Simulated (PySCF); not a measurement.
## Bromine: a sound run and one with changed settings

Sound run: Br⁺ [Ar] 3d10 4s2 4p4, Br²⁺ [Ar] 3d10 4s2 4p3. Calculation: PySCF 2.14, in Sapporo-DKH3-DZP-2012 (6s5p3d1f, 43 functions); scalar relativity by spin-free X2C-1e. The sound run starts from symmetry-adapted Hartree-Fock orbitals and uses a fine grid where one is needed.

A second run was set up differently.

| species | method | sound run (hartree) | changed run (hartree) | converged |
| --- | --- | --- | --- | --- |
| Br⁺ | UHF | -2603.95774 | -2603.95774 | yes |
| Br⁺ | r2SCAN | -2605.70008 | -2612.30536 | yes |
| Br⁺ | B3LYP | -2605.76103 | -2611.09533 | yes |
| Br²⁺ | UHF | -2603.21414 | -2603.21414 | yes |
| Br²⁺ | r2SCAN | -2604.91140 | -2611.30716 | yes |
| Br²⁺ | B3LYP | -2604.96753 | -2610.14699 | yes |

Ionisation energy of Br⁺:

```csv
method,sound run (eV),changed run (eV)
UHF,20.235,20.235
r2SCAN,21.461,27.162
B3LYP,21.592,25.806
```

**Question.** What was changed?
A. too few SCF iterations
B. radial grid too coarse
C. basis contracted for another Hamiltonian
D. level shift left on

**Answer.** B. It used radial step 1.2 in ln r (0.13 in the sound run). A coarse radial grid mis-integrates the density and the exchange-correlation energy, with errors of either sign; Hartree-Fock needs no grid.
